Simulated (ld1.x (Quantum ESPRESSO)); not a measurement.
# Which change was made? (Ne, RRKJ)

```json
{
  "Element": "Ne",
  "Generator": "ld1.x (Quantum ESPRESSO) 7.5",
  "Type": "norm-conserving RRKJ (Kleinman–Bylander form)",
  "Functional": "BLYP",
  "Relativity": "scalar-relativistic",
  "Frozen core": "[He]",
  "Valence charge": "8",
  "Reference configuration": "2s2 2p6",
  "Partial waves": "2p (bound): rc 0.85 bohr; 2s (bound): rc 0.70 bohr",
  "Local potential": "the s channel",
  "Core correction": "Bessel-smoothed model core inside 0.50 bohr",
  "rho0": "0.02"
}
```

Cutoffs, loose and tight: the cutoffs (Ry, on a coarse ladder) from which the occupation-weighted sum of valence levels, in a spherical-Bessel basis at the reference potential, stays within 10 and 1 mRy of its value at 400 Ry. They do not see the model core or the augmentation charge, which bear on the density cutoff. Test errors are all-electron minus pseudo excitation energies from the reference, over the configurations 2s2 2p5; 2s2 2p4; 2s2 2p3; 2s2 2p5.5; 2s2 2p2; 2s1 2p6; variants that change the core or the reference have their own tests.

The base gives: outcome: generated; cutoff, loose: 200 Ry; cutoff, tight: 300 Ry; bound ghosts: none; largest test error (meV): +496.

(1) After one change the result is: outcome: generated; cutoff, loose: 230 Ry; cutoff, tight: 300 Ry; bound ghosts: none; largest test error (meV): +242. Which change was it?
A. wave 2p (bound): rc 0.85 bohr becomes 2p (bound): rc 1.12 bohr
B. local potential all-electron potential smoothed inside 0.70 bohr (lloc = -2)
C. wave 2p (bound): rc 0.85 bohr becomes 2p (bound): rc 0.72 bohr
D. all radii but the core radius scaled by about 1.29 (s 0.90, p 1.10 bohr)

## Answers

(1) C. The others give: wave 2p (bound): rc 0.85 bohr becomes 2p (bound): rc 1.12 bohr → outcome: generated; cutoff, loose: 180 Ry; cutoff, tight: 300 Ry; bound ghosts: none; largest test error (meV): +1666 | local potential all-electron potential smoothed inside 0.70 bohr (lloc = -2) → outcome: generated; cutoff, loose: 200 Ry; cutoff, tight: 260 Ry; bound ghosts: none; largest test error (meV): +364 | all radii but the core radius scaled by about 1.29 (s 0.90, p 1.10 bohr) → outcome: generated; cutoff, loose: 110 Ry; cutoff, tight: 180 Ry; bound ghosts: none; largest test error (meV): +1748.
